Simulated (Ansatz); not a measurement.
System: hydroxysilane, sum formula H$_{4}$SiO, charge 0, multiplicity 1. 
Geometry from a B3LYP-D3(BJ)/def2-TZVP (Ansatz, a first-principles code) optimisation:
SMILES: O[SiH3]
```xyz
6

Si    -0.5134    -0.0066    -0.1436
O      1.0508     0.0053     0.3904
H     -0.7688    -1.1431    -1.0634
H     -1.3498    -0.1404     1.0649
H     -0.8566     1.2474    -0.8595
H      1.7563     0.0863    -0.2554
```

Wanted: vertical ionisation energy (to the doublet state of charge +1; each state is the SCF solution reached for its spin; for the doublet T1 is 0.088), in eV. Valence correlation only, unless marked. UHF or UKS for open shells. No spin-orbit coupling. Non-relativistic. CBS(X,Y): correlation extrapolated as X^-3; Hartree-Fock from the larger set.

CCSD(T)/CBS(aug-cc-pV(T+d)Z,aug-cc-pV(Q+d)Z) (Ansatz) gives 11.79 eV.

Problem. Another calculation gave 11.47 eV. Which level was it?
A. PBE/def2-TZVPD (Ansatz)
B. BHLYP/def2-TZVPD (Ansatz)
C. r2SCAN/def2-TZVPD (Ansatz)
D. PBE0/def2-TZVPD (Ansatz)

Solution. B, BHLYP/def2-TZVPD (Ansatz). The others give 11.08 (r2SCAN), 10.92 (PBE), 11.25 (PBE0) eV.
